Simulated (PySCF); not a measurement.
## Working out the ionisation energy of O⁺

O⁺ [He] 2s2 2p3 (4S) → O²⁺ [He] 2s2 2p2 (3P). All numbers are calculated (PySCF 2.14, scalar relativity by spin-free X2C-1e, in aug-cc-pVTZ-DK (5s4p3d2f, 46 functions)). Frozen: 1s2. Energies in hartree (1 hartree = 27.21139 eV):

```json
{"part": "UHF", "O⁺ (lower)": "-74.423233", "O²⁺ (upper)": "-73.153309"}
{"part": "CCSD correlation", "O⁺ (lower)": "-0.113427", "O²⁺ (upper)": "-0.096795"}
{"part": "(T)", "O⁺ (lower)": "-0.001671", "O²⁺ (upper)": "-0.001320"}
```

**Question.** What does Hartree-Fock give?

**Answer.** (-73.153309) − (-74.423233) = 1.269924 hartree = 34.556 eV.

**Question.** What do CCSD and CCSD(T) give?

**Answer.** The CCSD correlation energies differ by 0.016632 hartree = 0.453 eV and the triples by 0.000351 hartree = 0.010 eV, so CCSD gives 35.009 eV and CCSD(T) 35.019 eV.

A first-order spin-orbit estimate adds -0.027 eV to CCSD(T) (valence), giving 34.992 eV against 35.121 eV (measured; NIST Atomic Spectra Database, ionization energies).

What remains against the reference includes basis incompleteness, the frozen core and higher excitations.
